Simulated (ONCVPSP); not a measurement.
**Reading a pseudo-wave (Pd)**

Columns: radius, all-electron u(r) and pseudo u(r) of the 4p shell (level -54.47 eV) of palladium in the configuration [Ar] 3d10 4s2 4p6 4d9 5s1; PBE, scalar-relativistic, ONCV scheme, ONCVPSP 4.0.1.

```
r (bohr)  all-electron  pseudo
   0.088        0.3561  0.0207
   0.175       -0.2395  0.0792
   0.262       -0.5950  0.1727
   0.350       -0.4709  0.3018
   0.438       -0.0937  0.4596
   0.525        0.3198  0.6276
   0.612        0.6671  0.7888
   0.700        0.9143  0.9316
   0.788        1.0584  1.0421
   0.875        1.1163  1.1039
   0.962        1.1116  1.1085
   1.050        1.0636  1.0633
   1.138        0.9894  0.9892
   1.225        0.9025  0.9024
   1.312        0.8109  0.8107
   1.400        0.7191  0.7190
   1.487        0.6328  0.6327
   1.575        0.5521  0.5520
   1.662        0.4796  0.4795
   1.750        0.4140  0.4140
   1.838        0.3561  0.3561
   1.925        0.3059  0.3058
   2.012        0.2621  0.2620
   2.100        0.2236  0.2236
   2.188        0.1905  0.1905
   2.275        0.1623  0.1623
```

Problem. How many radial nodes do the two functions have?

Solution. The all-electron 4p function has n − l − 1 = 2; the pseudo-wave has 0, since the states of the same l below it are removed with the core.

Problem. At about which radius was the pseudo-wave matched?

Solution. 1.10 bohr, where the columns begin to agree (steps of 0.09 bohr).

Problem. Is the pseudo-wave norm-conserving?

Solution. Yes: the ONCV scheme keeps the norm inside the radius equal to the all-electron one, which fixes the energy derivative of the logarithmic derivative at the level.
